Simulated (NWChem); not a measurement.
System: C₃H₅F; SMILES C=C(C)F

Excerpt of the output:

```
             Northwest Computational Chemistry Package (NWChem) 7.3.0
             --------------------------------------------------------

 CS  symmetry detected

                             Geometry "geometry" -> ""
                             -------------------------

 Output coordinates in angstroms (scale by  1.889725989 to convert to a.u.)

  No.       Tag          Charge          X              Y              Z
 ---- ---------------- ---------- -------------- -------------- --------------
    1 C                    6.0000    -1.05190300    -0.95856539     0.00000000
    2 C                    6.0000    -0.06434887    -0.08500048     0.00000000
    3 C                    6.0000    -0.14239091     1.40126249     0.00000000
    4 F                    9.0000     1.21544261    -0.53520559     0.00000000
    5 H                    1.0000    -2.07426839    -0.63317655     0.00000000
    6 H                    1.0000    -0.86244855    -2.01656820     0.00000000
    7 H                    1.0000     0.36349762     1.79715353     0.88012945
    8 H                    1.0000    -1.17740514     1.72610830     0.00000000
    9 H                    1.0000     0.36349762     1.79715353    -0.88012945

 Effective nuclear repulsion energy (a.u.)     118.1742460255

      Symmetry information
      --------------------

 Group name             Cs
 Group number              2
 Group order               2
 No. of unique centers     8

                                Z-matrix (autoz)
                                --------

 Units are Angstrom for bonds and degrees for angles

      Type          Name      I     J     K     L     M      Value
      ----------- --------  ----- ----- ----- ----- ----- ----------
    1 Stretch                  1     2                       1.31848
    2 Stretch                  1     5                       1.07290
    3 Stretch                  1     6                       1.07483
    4 Stretch                  2     3                       1.48831
    5 Stretch                  2     4                       1.35667
    6 Stretch                  3     7                       1.08962
    7 Stretch                  3     8                       1.08479
    8 Stretch                  3     9                       1.08962
    9 Bend                     1     2     3               128.48937
   10 Bend                     1     2     4               119.12400
   11 Bend                     2     1     5               120.85011
   12 Bend                     2     1     6               121.34290
   13 Bend                     2     3     7               109.78448
   14 Bend                     2     3     8               110.43058
   15 Bend                     2     3     9               109.78448
   16 Bend                     3     2     4               112.38663
   17 Bend                     5     1     6               117.80698
   18 Bend                     7     3     8               109.52224
   19 Bend                     7     3     9               107.75078
   20 Bend                     8     3     9               109.52224
   21 Torsion                  1     2     3     7         120.86189
   22 Torsion                  1     2     3     8           0.00000
   23 Torsion                  1     2     3     9        -120.86189
   24 Torsion                  3     2     1     5           0.00000
   25 Torsion                  3     2     1     6         180.00000
   26 Torsion                  4     2     1     5         180.00000
   27 Torsion                  4     2     1     6           0.00000
   28 Torsion                  4     2     3     7         -59.13811
   29 Torsion                  4     2     3     8         180.00000
   30 Torsion                  4     2     3     9          59.13811

  pbe96 is a nonlocal functional; adding pw91lda local functional.

                           NWChem Geometry Optimization
                           ----------------------------

 maximum gradient threshold         (gmax) =   0.000450
 rms gradient threshold             (grms) =   0.000300
 maximum cartesian step threshold   (xmax) =   0.001800
 rms cartesian step threshold       (xrms) =   0.001200
 fixed trust radius                (trust) =   0.300000
 source of zmatrix                         =   autoz

          -------------------
          Energy Minimization
          -------------------

 Using diagonal initial Hessian
 Scaling for Hessian diagonals: bonds = 1.00  angles = 0.25  torsions = 0.10

          --------
          Step   0

                                 NWChem DFT Module
                                 -----------------

 Summary of "ao basis" -> "ao basis" (spherical)
 ------------------------------------------------------------------------------
       Tag                 Description            Shells   Functions and Types
 ---------------- ------------------------------  ------  ---------------------
 C                          def2-svp                 6       14   3s2p1d
 F                          def2-svp                 6       14   3s2p1d
 H                          def2-svp                 3        5   2s1p

      Symmetry analysis of basis
      --------------------------

        a'         57
        a"         24

            General Information
            -------------------
          SCF calculation type: DFT
          Wavefunction type:  closed shell.
          No. of atoms     :     9
          No. of electrons :    32
           Alpha electrons :    16
            Beta electrons :    16
          Charge           :     0
          Spin multiplicity:     1
          Use of symmetry is: on ; symmetry adaption is: on
          Maximum number of iterations: 150
          AO basis - number of functions:    81
                     number of shells:    39
          Convergence on energy requested:  1.00D-06
          Convergence on density requested:  1.00D-05
          Convergence on gradient requested:  5.00D-04

[...]

      ----------------------
      Optimization converged
      ----------------------

  Step       Energy      Delta E   Gmax     Grms     Xrms     Xmax
  ---- ---------------- -------- -------- -------- -------- --------
@    4    -216.73247905 -4.9D-07  0.00006  0.00002  0.00045  0.00111
                                     ok       ok       ok       ok

                                Z-matrix (autoz)
                                --------

 Units are Angstrom for bonds and degrees for angles

[...]

 Rotational Constants
 --------------------
 A=   0.334122 cm-1  (  0.480716 K)
 B=   0.299475 cm-1  (  0.430868 K)
 C=   0.162815 cm-1  (  0.234250 K)

 Temperature                      =   298.15K
 frequency scaling parameter      =   1.0000

 Zero-Point correction to Energy  =   43.889 kcal/mol  (  0.069941 au)
 Thermal correction to Energy     =   46.800 kcal/mol  (  0.074581 au)
 Thermal correction to Enthalpy   =   47.393 kcal/mol  (  0.075525 au)

 Total Entropy                    =   68.046 cal/mol-K
   - Translational                =   38.180 cal/mol-K (mol. weight =  60.0375)
   - Rotational                   =   24.097 cal/mol-K (symmetry #  =        1)
   - Vibrational                  =    5.769 cal/mol-K

 Cv (constant volume heat capacity) =   15.852 cal/mol-K
   - Translational                  =    2.979 cal/mol-K
   - Rotational                     =    2.979 cal/mol-K
   - Vibrational                    =    9.893 cal/mol-K

[normal modes left out]

 ----------------------------------------------------------------------------
 Normal Eigenvalue ||           Projected Infra Red Intensities
  Mode   [cm**-1]  || [atomic units] [(debye/angs)**2] [(KM/mol)] [arbitrary]
 ------ ---------- || -------------- ----------------- ---------- -----------
    1       -0.000 ||    0.000435           0.010         0.424       0.302
    2       -0.000 ||    0.000064           0.001         0.062       0.044
    3       -0.000 ||    0.000754           0.017         0.735       0.523
    4        0.000 ||    0.000794           0.018         0.774       0.551
    5        0.000 ||    0.000009           0.000         0.008       0.006
    6        0.000 ||    0.000302           0.007         0.294       0.209
    7      196.630 ||    0.000859           0.020         0.838       0.596
    8      384.231 ||    0.000401           0.009         0.391       0.278
    9      461.607 ||    0.005864           0.135         5.716       4.069
   10      470.166 ||    0.003050           0.070         2.973       2.116
   11      721.520 ||    0.000005           0.000         0.004       0.003
   12      812.544 ||    0.055502           1.280        54.106      38.512
   13      850.758 ||    0.011918           0.275        11.618       8.270
   14      920.971 ||    0.027336           0.631        26.649      18.968
   15      976.037 ||    0.005916           0.136         5.768       4.105
   16     1017.790 ||    0.002118           0.049         2.065       1.470
   17     1259.520 ||    0.077666           1.792        75.713      53.891
   18     1330.542 ||    0.017186           0.396        16.754      11.925
   19     1361.949 ||    0.030090           0.694        29.333      20.879
   20     1389.778 ||    0.008593           0.198         8.377       5.963
   21     1403.425 ||    0.008755           0.202         8.534       6.075
   22     1707.515 ||    0.106521           2.458       103.842      73.913
   23     2973.526 ||    0.011229           0.259        10.947       7.792
   24     3046.225 ||    0.006204           0.143         6.048       4.305
   25     3101.069 ||    0.005975           0.138         5.825       4.146
   26     3111.487 ||    0.000510           0.012         0.497       0.354
   27     3217.851 ||    0.001061           0.024         1.034       0.736
 ----------------------------------------------------------------------------
```

Level: PBE-D3(BJ)/def2-SVP. 

Task: Reconstruct the input file.

Result: Several could match; the one computed here: the input that was run:
```
start job
memory heap 200 mb stack 900 mb global 1100 mb
geometry units angstroms
  C      1.012168    -0.589138     0.848863
  C      0.052168    -0.100863     0.088359
  C     -1.294470    -0.672724    -0.184788
  F      0.255341     1.074322    -0.558334
  H      0.881278    -1.516301     1.372643
  H      1.949075    -0.075414     0.965293
  H     -2.064649     0.031760     0.128012
  H     -1.422851    -1.609724     0.346558
  H     -1.413437    -0.841573    -1.254639
end
basis spherical
  * library def2-svp
end
dft
  xc xpbe96 cpbe96
  disp vdw 4
  iterations 150
end
driver
  maxiter 120
end
task dft optimize
task dft freq
```
